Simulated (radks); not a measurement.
Values are calculated unless marked as measured or tabulated.
Question: Neutral molybdenum, [Kr] 4d5 5s1. Level of theory: non-relativistic Kohn-Sham, exchange-only LDA, spin-polarised, spherical densities, point nucleus (a radial shooting solver on a logarithmic mesh with Libxc functionals). Every spin shell is full or empty, so the densities are truly spherical. Functionals are evaluated on that one density, not self-consistently. Rank these exchange functionals by their error against the exact value of the orbitals, and give that value: LDA, PBEsol, PW86, OPTX, SOGGA, G96, EV93, MVS.

Answer: Exact: -119.645 hartree. From best to worst, with 100 (|E| - |E exact|)/|E exact| (equal figures are ties): PW86 -0.04, MVS +0.07, EV93 -0.13, G96 +0.39, OPTX +1.08, PBEsol -2.35, SOGGA -2.37, LDA -5.15.
